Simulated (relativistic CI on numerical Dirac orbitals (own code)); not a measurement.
Fe²⁺: L2,3 absorption edge

Computed with this model: Dirac-Coulomb-Breit CI, KLI orbitals optimised for each configuration, a model potential for QED, valence Slater integrals scaled by 0.9, multiplet model of core-to-valence dipole absorption; configurations [Ar] 3d6 → [He] 2s2 2p5 3s2 3p6 3d7; 300 K; Lorentzian 0.4 eV and Gaussian 0.3 eV FWHM. Energies are those of the free ion, without screening or charge transfer. The branching ratio is the share of the lower-energy edge in the whole absorption, uncertain by about 0.02 where the edges overlap. S is read from ⟨S²⟩ = S(S + 1).

Field parameters in Wybourne normalisation: D3d B²₀ = −7Dσ, B⁴₀ = −14Dq − 21Dτ, B⁴₃ = −14√(10/7) Dq. The field is a parameter set, without covalency.

Case D3d, 10Dq = 10000, Dσ = -510, Dτ = -270 cm⁻¹, the dichroism is that of the ground state at zero temperature, magnetised by exchange field 10 meV on Sz. The dichroism I(Δm = −1) − I(Δm = +1), over the sum of the three polarisations, integrates to -0.1606 on the lower edge and 0.0211 on the upper edge. The branching ratio is 0.763.

(1) Use the orbital sum rule with 4 holes to get ⟨Lz⟩.

Answers

(1) For a p → d edge ⟨Lz⟩ = 2 × n_h × (sum of both integrals) in this sign convention = -1.12; the ground state itself has ⟨Lz⟩ = -1.10 and ⟨Sz⟩ = -2.00. The rule assumes one radial integral for both edges, which relativistic orbitals only approach.
